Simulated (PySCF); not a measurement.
Mg(SH)2 (H2MgS2), SMILES [SH][Mg][SH].

Geometry optimised at B3LYP-D3(BJ)/def2-TZVP. Other conformers were not sampled.

All values below come from IEF-PCM-PBE0/def2-SVP in PySCF.

The values are the electrostatic part of the solvation free energy, E(continuum) − E(gas) at the gas-phase geometry, in a cavity of scaled van der Waals radii (PySCF's table); cavitation and dispersion terms are not included. A continuum can't describe solvent molecules that bind to the metal. In vacuum the orbital gap is 5.79 eV. The dipole moment in vacuum is 1.15 D.

**Question.** Estimate the values in water (ε = 78.36), diethylether (ε = 4.24), dimethylsulfoxide (ε = 46.83). (An estimate is asked for; the answer gives what the named calculation found.)

**Answer.** 
| solvent | ε | ΔG(elec) (kcal/mol) | dipole (D) | gap (eV) |
|---|---|---|---|---|
| water | 78.36 | -15.3 | 1.66 | 6.36 |
| diethylether | 4.24 | -10.0 | 1.47 | 6.17 |
| dimethylsulfoxide | 46.83 | -15.1 | 1.65 | 6.35 |
